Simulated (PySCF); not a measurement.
Bond stretch in NaBr, singlet.

UKS-B3LYP/6-31G* = unrestricted B3LYP/6-31G*, spherical d in PySCF; UMP2/3-21G = unrestricted MP2 (frozen core)/3-21G (PySCF 2.14.0); RHF/6-31G* = restricted Hartree-Fock/6-31G*, spherical d in PySCF; UCCSD(T) = CCSD(T) on UHF/aug-cc-pVDZ, 10 core orbitals frozen in PySCF.

Energies relative to the lowest point of each curve near equilibrium, in kcal/mol; the last columns give the difference from UCCSD(T):

```tsv
R / Å	UKS-B3LYP/6-31G*	UMP2/3-21G	RHF/6-31G*	UCCSD(T)	UKS-B3LYP/6-31G* − UCCSD(T)	UMP2/3-21G − UCCSD(T)	RHF/6-31G* − UCCSD(T)
2.00	34.7	43.6	39.3	40.3	-5.6	3.3	-0.9
2.14	15.0	20.6	17.7	18.5	-3.5	2.1	-0.8
2.23	7.7	11.6	9.4	10.1	-2.4	1.5	-0.7
2.36	2.0	3.9	2.7	3.1	-1.2	0.7	-0.5
2.44	0.4	1.4	0.7	1.0	-0.6	0.4	-0.3
2.51	0.0	0.3	0.0	0.1	-0.1	0.2	-0.1
2.60	0.4	0.0	0.1	0.0	0.4	0.0	0.1
2.66	1.1	0.3	0.7	0.4	0.7	-0.1	0.3
2.76	2.9	1.6	2.2	1.7	1.2	-0.1	0.6
2.89	6.0	4.3	5.2	4.2	1.7	0.1	0.9
3.07	11.0	9.2	10.1	8.7	2.3	0.6	1.4
3.35	19.5	18.1	18.5	16.5	2.9	1.6	2.0
3.74	30.6	30.9	29.9	27.4	3.2	3.5	2.5
4.10	39.3	41.7	39.1	36.4	2.9	5.3	2.7
4.55	48.1	53.2	48.8	46.0	2.1	7.2	2.8
5.00	53.9	64.7	56.7	53.8	0.2	10.9	2.9
5.47	58.0	66.8	63.4	60.4	-2.4	6.4	3.0
6.08	61.5	67.7	70.4	—	—	—	—
6.81	64.2	67.9	77.0	—	—	—	—
7.57	65.9	68.0	82.3	—	—	—	—
```

UKS-B3LYP/6-31G* is furthest from UCCSD(T) at 2.00 (-5.6 kcal/mol, below); its mean absolute difference over the points is 2.0 kcal/mol.

UMP2/3-21G is furthest from UCCSD(T) at 5.00 (10.9 kcal/mol, above); its mean absolute difference over the points is 2.6 kcal/mol.

RHF/6-31G* is furthest from UCCSD(T) at 5.47 (3.0 kcal/mol, above); its mean absolute difference over the points is 1.3 kcal/mol.

Dashes: no converged value, or the column stops at the first point that the program doubted or that broke a chosen test of continuity, which isn't proof of a fault.

The unrestricted determinant behind UKS-B3LYP/6-31G* is spin-contaminated at 4.55 to 7.57 Å (<S²> up to 0.5, against 0.00 for a pure singlet). The unrestricted determinant behind UMP2/3-21G is spin-contaminated at 5.00 to 7.57 Å (<S²> up to 1.0, against 0.00 for a pure singlet). The restricted form behind RHF/6-31G* keeps the bonding electrons paired and can't separate into open-shell fragments. The unrestricted determinant behind UCCSD(T) is spin-contaminated at 6.08 to 7.57 Å (<S²> up to 1.0, against 0.00 for a pure singlet).
